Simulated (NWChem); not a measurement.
Species: formate (CHO2 anion); SMILES [O-]C=O

Program: NWChem. Sets without diffuse functions describe the anion's extra electron poorly. Geometry: optimised at B3LYP/def2-SVPD. The highest occupied level is positive in some or all of these runs, so the extra electron may be held by the finite basis. Level M06-L/def2-SVP: energy and gradient on several grids; changes count from the extra-fine grid, which is no exact limit either.

```csv
grid,size of the energy change (μHa),largest change of a gradient component (μHa/bohr)
xcoarse,20000,3000
coarse,500,700
medium,30,300
fine,< 10,< 30
xfine,< 10,< 30
```
